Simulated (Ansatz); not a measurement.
`C[O][Sn]([F])([O]C)[C](C)(C)C` → `C[O][SnH]([F])[O]C` + `C=C(C)C`  (alkene loss)

Calculated with Ansatz (gas phase, PBE0-D4/def2-TZVP geometries, no zero-point term in ΔE). CCSD(T)/CBS adds triple-zeta CCSD(T) − MP2 to the extrapolated MP2 energy (def2 sets, frozen cores). This one scheme is used for every species. Functionals use def2-TZVPP. B3LYP here is the variant with VWN-RPA as its local correlation; programs differ in this. def2 core potentials past Kr. For Sn outer-core shells are correlated without core-valence functions, which leaves a few kJ/mol of doubt a bond. One conformer a species, not always the lowest.

```json
{"level": "PBE-D4", "ΔE (kcal/mol)": "29.9", "difference from CCSD(T)/CBS": "-1.0"}
{"level": "r2SCAN-D4", "ΔE (kcal/mol)": "29.6", "difference from CCSD(T)/CBS": "-1.3"}
{"level": "B3LYP-D4", "ΔE (kcal/mol)": "26.9", "difference from CCSD(T)/CBS": "-4.0"}
{"level": "ωB97X-V", "ΔE (kcal/mol)": "30.2", "difference from CCSD(T)/CBS": "-0.7"}
{"level": "ωB97M-V", "ΔE (kcal/mol)": "28.9", "difference from CCSD(T)/CBS": "-2.0"}
{"level": "B2PLYP", "ΔE (kcal/mol)": "25.0", "difference from CCSD(T)/CBS": "-5.9"}
{"level": "PBE", "ΔE (kcal/mol)": "25.5", "difference from CCSD(T)/CBS": "-5.4"}
{"level": "r2SCAN", "ΔE (kcal/mol)": "28.1", "difference from CCSD(T)/CBS": "-2.8"}
{"level": "B3LYP", "ΔE (kcal/mol)": "20.0", "difference from CCSD(T)/CBS": "-10.9"}
{"level": "HF/def2-TZVPP", "ΔE (kcal/mol)": "15.6", "difference from CCSD(T)/CBS": "-15.3"}
{"level": "MP2/def2-TZVPP", "ΔE (kcal/mol)": "34.0", "difference from CCSD(T)/CBS": "3.1"}
{"level": "SCS-MP2/def2-TZVPP", "ΔE (kcal/mol)": "29.8", "difference from CCSD(T)/CBS": "-1.1"}
{"level": "CCSD(T)/def2-TZVPP", "ΔE (kcal/mol)": "30.1", "difference from CCSD(T)/CBS": "-0.8"}
{"level": "HF/def2-QZVPP", "ΔE (kcal/mol)": "15.1", "difference from CCSD(T)/CBS": "-15.8"}
{"level": "MP2/def2-QZVPP", "ΔE (kcal/mol)": "34.3", "difference from CCSD(T)/CBS": "3.4"}
{"level": "HF/CBS(def2)", "ΔE (kcal/mol)": "15.1", "difference from CCSD(T)/CBS": "-15.8"}
{"level": "CCSD(T)/CBS", "ΔE (kcal/mol)": "30.9", "difference from CCSD(T)/CBS": "0"}
```

Largest T1 diagnostic among the species: 0.014.

In def2-TZVPP, CCSD(T) changes the Hartree–Fock value by +14.6 kcal/mol (the triples alone add +1.5 kcal/mol) and MP2 by +18.5 kcal/mol. The D4 term adds +6.9 kcal/mol with B3LYP and +4.1 kcal/mol with PBE0; it sums over pairs of atoms, weighted by their polarisabilities, and B3LYP, whose exchange is more repulsive, gets the larger term. From PBE to PBE0 (25 % exact exchange), in def2-TZVPP and without D4, ΔE moves by +1.6 kcal/mol.
